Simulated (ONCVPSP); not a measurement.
**cobalt: excitation energies, all-electron against ONCV**

| Property | Result |
| --- | --- |
| Element | cobalt (Co) |
| Generator | ONCVPSP 4.0.1 |
| Type | optimised norm-conserving Vanderbilt (ONCV) |
| Functional | PBEsol |
| Relativity | scalar-relativistic |
| Frozen core | [Ne] |
| Valence charge | 17 |
| Reference configuration | 3s2 3p6 3d7 4s2 |
| Partial waves | 3s+4s: rc 1.45 bohr, ncon 4, nbas 7, qcut 9.8 1/bohr, 2 projectors; 3p: rc 1.00 bohr, ncon 4, nbas 7, qcut 11.2 1/bohr, 3 projectors, debl 1.1 Ha; 3d: rc 1.10 bohr, ncon 5, nbas 10, qcut 11.3 1/bohr, 3 projectors, debl 2.3 Ha |
| Local potential | polynomial inside 0.75 bohr (lpopt 5, dvloc0 3 Ha) |
| Core correction | Teter function, parameters optimised by the program |

In the p channel the program set the typed energies aside and used -2.407, 0.250, 1.350 Ha.

Energies are relative to the spin-unpolarised reference configuration 3s2 3p6 3d7 4s2; without spin polarisation the order of configurations can differ from experiment.

| valence configuration | charge | ΔE all-electron (eV) | error AE − PS (meV) |
| --- | --- | --- | --- |
| 3s2 3p6 3d7 4s1 | +1 | 9.046 | -0.4 |
| 3s2 3p6 3d6 4s0 | +3 | 61.581 | -4.6 |
| 3s2 3p6 3d7 4s0 4p1 | +1 | 14.440 | -0.6 |

Q: What are ΔE and the potential's error for 3s2 3p6 3d7 4s0?

A: ΔE = 25.744 eV all-electron; the error (AE − PS) is 0.0 meV.
